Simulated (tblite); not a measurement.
Compound: phosphorus tribromide, PBr₃.
SMILES: `P(Br)(Br)Br`

Computed values, GFN2-xTB/tblite, gas phase, harmonic and unscaled. The method is semi-empirical: single wavenumbers can be off by several per cent or more.

Harmonic wavenumbers (cm⁻¹): 106.7, 106.7, 151.6, 366.6, 367.1, 369.7.

A = 1027, B = 1027, C = 544.6 MHz; mass 267.729 u (most abundant isotopes); point group C3v, symmetry number 3.

Question: What is the zero-point energy?

Answer: ½Σν̃ = 734 cm⁻¹ = 2.10 kcal/mol.

Question: Entropy at 298.15 K, 1 bar (ideal gas, RRHO, classical rotation)?

Answer: Translation 42.68, rotation 28.52, vibration 12.58: S = 83.8 cal/(mol K).

Question: And Cp and H(298.15 K) − H(0)?

Answer: Cp = 18.35 cal/(mol K), of which vibrations give 10.40 (their classical limit is 6 R = 11.9); H(298.15 K) − H(0) = 4.32 kcal/mol without the zero-point energy, 1.95 from vibrations.

Question: How do the functions run with temperature in this model?

Answer: 
| T (K) | S (cal/(mol K)) | Cp (cal/(mol K)) | H − H(0) (kcal/mol) | G − H(0) (kcal/mol) | ln q(vib) |
| --- | --- | --- | --- | --- | --- |
| 150 | 72.0 | 15.6 | 1.76 | -9.04 | 1.25 |
| 250 | 80.6 | 17.8 | 3.45 | -16.70 | 2.48 |
| 400 | 89.3 | 19.0 | 6.23 | -29.48 | 4.08 |
| 600 | 97.1 | 19.5 | 10.08 | -48.16 | 5.77 |
| 900 | 105.0 | 19.7 | 15.96 | -78.55 | 7.67 |

q(vib) and H(0) count from the zero-point level.

Question: What must be added to the electronic energy to get the Gibbs energy at 298.15 K and 1 bar?

Answer: ZPE + [H(298.15 K) − H(0)] − T·S = 2.10 + 4.32 − 24.98 = -18.56 kcal/mol.

Hindered rotation and anharmonicity are outside this model.
